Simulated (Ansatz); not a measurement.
Al₇P₇H₂₀, a nanocrystal cut from zinc blende AlP (hydrogen-capped), relaxed as a singlet with RKS PBE-D4/def2-SVP in Ansatz, starting from the GFN2-xTB geometry. Force threshold 0.03 eV/Å.

Start:

```xyz
34

Al   -1.087    3.357    1.355
Al   -1.458   -3.548   -0.976
Al   -0.833   -0.522    2.134
Al   -1.495    0.785   -1.639
Al    1.829    2.939   -1.499
Al    2.046   -0.930   -0.685
Al    2.505    1.605    2.321
P    -2.235   -1.553   -2.057
P    -1.808    1.097    0.694
P     1.239    3.014    0.834
P    -1.652   -2.702    1.262
P     0.880   -3.063   -1.216
P     1.476   -0.503    1.581
P     0.862    0.717   -1.921
H    -1.363    3.442    2.882
H    -1.796    4.321    0.362
H    -2.023   -4.918   -1.351
H    -1.269   -0.601    3.605
H    -2.366    1.556   -2.643
H     0.993    3.920   -2.370
H     3.357    2.775   -1.733
H     3.495   -1.278   -1.058
H     2.088    1.766    3.810
H     4.003    1.494    1.920
H    -3.620   -1.522   -2.023
H    -2.170   -1.724   -3.431
H    -3.184    0.965    0.889
H     1.759    4.263    1.176
H    -2.971   -2.812    1.677
H    -1.185   -3.658    2.151
H     1.615   -4.059   -0.592
H     1.293   -3.414   -2.492
H     2.024   -1.571    2.294
H     1.051    0.364   -3.259
```

Task: Estimate the energy that the relaxation releases and the steps that it takes.

Result: 49.8 kJ/mol, in 4 steps; 18 s on 2 threads of AMD EPYC 7R13 on a shared host and a share (18 GiB) of an NVIDIA H100 80GB HBM3. No frequencies were taken in this run, so the end may be a saddle point.

Task: Does the start keep its bonding and symmetry?

Result: By distances, no bond broke or formed. The bond that changes most is Al2–H17, from 1.53 to 1.59 Å (atoms count from 1). Point group C3v at the start, C3v at the end, both within 0.05 Å.

Task: Predict the relaxed structure.

Result: 
```xyz
34

Al   -1.0865    3.3362    1.3489
Al   -1.4113   -3.4342   -0.9439
Al   -0.8424   -0.5364    2.1440
Al   -1.5066    0.7792   -1.6515
Al    1.8226    2.9243   -1.5015
Al    2.0535   -0.9471   -0.6896
Al    2.4947    1.5967    2.3139
P    -2.2768   -1.5170   -2.1074
P    -1.8081    1.0612    0.6828
P     1.2543    3.0493    0.8399
P    -1.6743   -2.7097    1.3330
P     0.9488   -3.0816   -1.2342
P     1.4567   -0.5250    1.5657
P     0.8474    0.6843   -1.9159
H    -1.3488    3.4128    2.9312
H    -1.8059    4.3267    0.3098
H    -1.9984   -4.8634   -1.3367
H    -1.2328   -0.4795    3.6881
H    -2.3403    1.7121   -2.6387
H     0.9418    3.9359   -2.3842
H     3.4024    2.7422   -1.7237
H     3.5942   -1.1640   -1.0345
H     2.0416    1.7706    3.8445
H     4.0372    1.4845    1.8818
H    -3.7027   -1.6020   -2.0043
H    -2.1662   -1.8186   -3.5031
H    -3.2218    0.9988    0.9090
H     1.7840    4.3367    1.1943
H    -3.0642   -2.8669    1.6407
H    -1.1747   -3.7766    2.1474
H     1.5962   -4.1697   -0.5649
H     1.2461   -3.4776   -2.5780
H     2.0625   -1.5706    2.3361
H     1.0777    0.3882   -3.2991
```
Bond lengths (bridged metal pairs left out): 18 × Al–P 2.37 to 2.48 Å; 10 × H–P 1.43 to 1.44 Å; 10 × Al–H 1.59 to 1.61 Å.
